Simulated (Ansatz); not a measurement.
Cl2Mg (SMILES [Cl][Mg][Cl]) moved off its minimum; all values from Ansatz (a first-principles code), cores frozen in correlated methods.
(charge 0, multiplicity 1)
```xyz
3

Mg    -0.0146    -0.0957    -0.0657
Cl     0.0531    -0.0450    -2.2165
Cl    -0.0143    -0.0412     2.1972
```

Forces at PBE/def2-TZVPP (eV/Å):

```
atom      Fx      Fy      Fz
----  ------  ------  ------
Mg1    0.014   0.051   1.220
Cl2   -0.002  -0.011  -0.377
Cl3   -0.013  -0.039  -0.842
```

### Question
Give the forces (eV/Å), the total energy and the dipole at CCSD(T)/def2-TZVPPD.

### Answer

| atom | Fx | Fy | Fz |
|---|---|---|---|
| Mg1 | 0.013 | 0.051 | 1.278 |
| Cl2 | 0.000 | -0.011 | -0.424 |
| Cl3 | -0.013 | -0.040 | -0.853 |
Energy -1119.2589 hartree, dipole 0.56 D.
